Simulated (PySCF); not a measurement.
Computed shifts of a molecule CH11N3Si2, PBE0/pcSseg-1 in PySCF, GIAO, gas phase, atoms alike by connectivity averaged where their shifts nearly agree, in ppm (number of nuclei): ¹³C: 4.7 (1). ²⁹Si: -30.8 (1), -31.5 (1). ¹⁵N: 27.4 (1), 20.0 (1), 13.5 (1). ¹H: 5.43 (1), 4.86 (1), 1.24 (1), 1.00 (1), 0.55 (1), 0.47 (1), 0.45 (3), 0.43 (1), 0.36 (1). References: ¹³C against TMS (σ = 186.3 ppm); ²⁹Si against TMS (σ = 352.7 ppm); ¹⁵N against NH3 (σ = 267.4 ppm); ¹H against TMS (σ = 31.56 ppm), references at their B3LYP-D3(BJ)/def2-TZVP geometries, non-relativistic. Coordinates come from a B3LYP-D3(BJ)/def2-SVP optimisation. The values are those of a single conformer.

### Question
Identify the compound among the candidates.
A. CN[SiH2]N[SiH2]N
B. C[Si@H](N)[SiH](N)N
C. N[SiH2]C[SiH](N)N
D. CN[Si@@H](N)N[SiH3]

### Answer
B, C[Si@H](N)[SiH](N)N
